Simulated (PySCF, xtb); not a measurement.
Hf(Me)3(H) (C₃H₁₀Hf), SMILES [HfH]([CH3])([CH3])[CH3], multiplicity 1.

Harmonic wavenumbers (cm⁻¹) from GFN2-xTB (xtb) at its own minimum, in rising order: 40, 48, 59, 88, 89, 93, 312, 356, 356, 394, 398, 475, 482, 484, 520, 545, 547, 1152, 1291, 1303, 1304, 1530, 1530, 1531, 1535, 1536, 1536, 2874, 2879, 2882, 2891, 2893, 2896, 2944, 2945, 2946.

Problem. What does PySCF with PBE0-D3(BJ)/def2-SVP give at its own minimum? (Estimate from the structure and the level; the computed values follow.)

Solution. 52, 69, 69, 115, 134, 134, 314, 315, 356, 446, 451, 451, 539, 540, 540, 584, 584, 1160, 1160, 1164, 1388, 1392, 1392, 1395, 1395, 1396, 1673, 3001, 3001, 3003, 3100, 3100, 3102, 3121, 3125, 3125. Paired by order, the mean absolute difference is 91 cm⁻¹ and the zero-point energies are 65.3 and 67.0 kcal/mol.
